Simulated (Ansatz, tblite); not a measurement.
Forces on InH₃ at its PBE0-D4/def2-TZVP geometry. The state is a singlet with charge 0.

In the def2 sets In takes a core potential; there is no spin–orbit coupling. The xTB rows come from tblite. Correlated methods freeze 4 core orbitals; core or outer-core shells of In are correlated, in sets that lack core-valence functions.

GFN1-xTB (tblite), largest force 0.16 eV/Å:

```xyz
4
positions Å, forces eV/Å
In    0.000    0.000    0.000    0.000    0.001    0.001
H     1.531    0.075   -0.791   -0.146   -0.007    0.075
H    -1.149    1.266   -0.224    0.109   -0.121    0.021
H    -0.382   -1.341    1.015    0.036    0.127   -0.097
```

GFN2-xTB (tblite), largest force 0.04 eV/Å:

```
In 0.000 0.000 0.001
H -0.038 -0.002 0.020
H 0.029 -0.032 0.005
H 0.010 0.033 -0.025
```

B2PLYP/def2-TZVP (Ansatz), largest force 0.03 eV/Å:

```
In 0.000 0.001 0.001
H -0.030 -0.002 0.015
H 0.023 -0.025 0.004
H 0.008 0.026 -0.020
```
